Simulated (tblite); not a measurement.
Compound: C₇H₁₂OSi.
Z-matrix (Å and degrees, GFN2-xTB geometry), rows numbered from 1:
```
Si
C   1  1.9012
C   2  1.5353  1  114.69
C   3  1.4984  2  110.58  1   176.82
C   4  1.3293  3  127.80  2    81.10
O   5  1.3562  4  132.06  3    -0.98
C   6  1.3569  5  124.83  4     8.45
C   7  1.3283  6  130.88  5    14.35
C   8  1.4940  7  126.73  6    -0.31
H   1  1.4637  2  108.48  3  -165.73
H   1  1.4659  2  109.07  3   -46.30
H   1  1.4643  2  111.38  3    74.50
H   2  1.0930  1  108.91  3   120.90
H   2  1.0918  1  109.74  3  -123.21
H   3  1.0966  2  107.86  1    59.09
H   4  1.0803  3  116.17  2   -98.40
H   5  1.0837  4  119.90  3  -178.71
H   7  1.0834  6  108.53  5  -167.59
H   8  1.0792  7  116.57  6  -179.82
H   9  1.0916  3  109.16  2    66.98
H   9  1.0946  3  108.10  2  -176.34
```

Method: GFN2-xTB as coded in tblite; computed harmonic values from a numerical Hessian at the method's own geometry, unscaled. The method is semi-empirical: single wavenumbers can be off by several per cent or more. Modes of hydrogen on silicon can be 10 to 20 % off. One conformer, not necessarily the lowest.

Harmonic wavenumbers (cm⁻¹): 52.4, 84.4, 118.1, 166.9, 215.7, 248.9, 315.0, 388.9, 409.6, 483.8, 510.8, 521.2, 551.7, 706.9, 740.6, 752.6, 781.6, 784.4, 798.9, 808.8, 828.5, 841.3, 862.9, 882.3, 887.6, 913.7, 965.8, 975.4, 1077.7, 1115.3, 1138.8, 1149.2, 1211.7, 1247.0, 1259.8, 1298.3, 1305.4, 1319.5, 1328.6, 1365.0, 1366.4, 1478.8, 1482.2, 1695.8, 1721.7, 2244.5, 2255.9, 2265.2, 2913.8, 2938.8, 2957.6, 2979.8, 2981.7, 3046.0, 3049.7, 3077.3, 3087.6.

A = 2531, B = 916.7, C = 806.9 MHz; mass 140.066 u (most abundant isotopes); point group C1, symmetry number 1.

Q: Zero-point energy?

A: Half the sum of the wavenumbers: 36479 cm⁻¹ = 104.30 kcal/mol.

Q: Give the ideal-gas entropy at 200 K and 1 bar in the rigid-rotor, harmonic-oscillator model (classical rotation).

A: Translation 38.76, rotation 28.34, vibration 16.64: S = 83.7 cal/(mol K).

Q: And Cp and H(200 K) − H(0)?

A: Cp = 27.99 cal/(mol K), of which vibrations give 20.04 (their classical limit is 57 R = 113.3); H(200 K) − H(0) = 3.47 kcal/mol without the zero-point energy, 1.88 from vibrations.

Q: What must be added to the electronic energy to get the Gibbs energy at 200 K and 1 bar?

A: ZPE + [H(200 K) − H(0)] − T·S = 104.30 + 3.47 − 16.75 = 91.02 kcal/mol.

Q: How do the functions run with temperature in this model?

A: 
```tsv
T (K)	S (cal/(mol K))	Cp (cal/(mol K))	H − H(0) (kcal/mol)	G − H(0) (kcal/mol)	ln q(vib)
150	76.6	22.3	2.21	-9.27	2.49
250	90.7	34.2	5.02	-17.64	4.85
298.15	97.2	40.4	6.82	-22.17	6.05
400	110.8	52.6	11.57	-32.77	8.68
600	135.9	70.9	24.05	-57.48	14.05
900	168.2	88.0	48.12	-103.25	21.95
```

q(vib) and H(0) count from the zero-point level.

Q: Blend soft modes into free rotors: weight 1/[1 + (100 cm⁻¹/ν̃)⁴] for the oscillator and the rest for a rotor with moment μB/(μ + B), μ = h/(8π²ν), B = 10⁻⁴⁴ kg m². What vibrational entropy results?

A: 15.65 cal/(mol K) in place of 16.64, which changes −T·S at 200 K by +0.20 kcal/mol.

Q: Which modes carry the vibrational entropy at 200 K?

A: 52.4 cm⁻¹: 3.94; 84.4 cm⁻¹: 3.01; 118.1 cm⁻¹: 2.37; 166.9 cm⁻¹: 1.74; 215.7 cm⁻¹: 1.30; 248.9 cm⁻¹: 1.08 cal/(mol K); the other 51 give 3.21 together.

Hindered rotation and anharmonicity are outside this model. Other conformers, if any are populated, would add a mixing term that is left out. The structure is chiral; the term R ln 2 for an equal mix with its mirror image is left out.

Time: 1.6 s. Hardware: one thread of an Arm Neoverse N1, no GPU, shared host with 64 logical CPUs at a one-minute load of 59. This covers the Hessian and the dipole derivatives.
